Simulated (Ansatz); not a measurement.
Four-centre ligand exchange

Start structure (GeH₅BrO, singlet), relaxed at PBE0-D4/def2-TZVP:

```xyz
8
angstrom
Ge -0.9247 -0.1859 -0.6878
O -0.0216 -0.1320 0.8716
H 0.0187 -0.9442 -1.6189
H -2.2443 -0.9339 -0.4454
H -1.1883 1.2534 -1.1555
H 1.6949 0.1442 0.8159
Br 3.1196 0.4105 0.6669
H -0.4543 0.3879 1.5533
```

The step: GeH₄O ([OH][GeH3]) + HBr → GeH₃Br ([GeH3][Br]) + H₂O; bonds formed: Ge1–Br7, O2–H6; bonds broken: Ge1–O2, H6–Br7. Program: Ansatz 0.2.0. Basis: def2-TZVPP and def2-QZVPP. Cores are frozen in the correlated methods. Filled d shells of the heavier atoms are correlated. The def2 sets are not built for correlating such inner shells, so the correlated values are less sure here. Extrapolation: Hartree–Fock as exp(−7.88 √X), correlation as X^−2.97. Energies below are by CCSD(T) at an estimated basis limit (MP2 extrapolated from triple and quadruple zeta, plus CCSD(T) − MP2 in triple zeta).

What are the electronic barrier and the energy of the step, from the start structure to the end structure? (To be estimated.)

The calculation gives: Barrier 12.71 kcal/mol; step energy -13.05 kcal/mol (downhill); reverse barrier, their difference, 25.76 kcal/mol. Barrier and step energy count from the start structure, the reverse barrier from the end structure.

The saddle point: One imaginary mode of 131i cm⁻¹.
```json
{"pair": "Ge1–Br7", "start (Å)": "4.31", "saddle (Å)": "2.73", "end (Å)": "2.33"}
{"pair": "O2–H6", "start (Å)": "1.74", "saddle (Å)": "1.00", "end (Å)": "0.96"}
{"pair": "Ge1–O2", "start (Å)": "1.80", "saddle (Å)": "2.05", "end (Å)": "3.27"}
{"pair": "H6–Br7", "start (Å)": "1.46", "saddle (Å)": "2.09", "end (Å)": "2.70"}
```

Zero-point energy (harmonic, PBE0-D4): ZPE is 28.22 kcal/mol at the start and 30.53 kcal/mol at the saddle, so the barrier goes from 12.71 to 15.02 kcal/mol.

No T1 diagnostic of these runs exceeds 0.011.

Labels in which every atom is bracketed show which atoms are joined, not bond orders.

For scale, one of the runs: CCSD(T)/def2-TZVPP, 197 basis functions (an equivalent command: `ansatz run in.yaml --threads 4`). Time: 100 s of wall clock on 4 CPU threads; the host was shared. Peak host memory: 2.5 GiB.
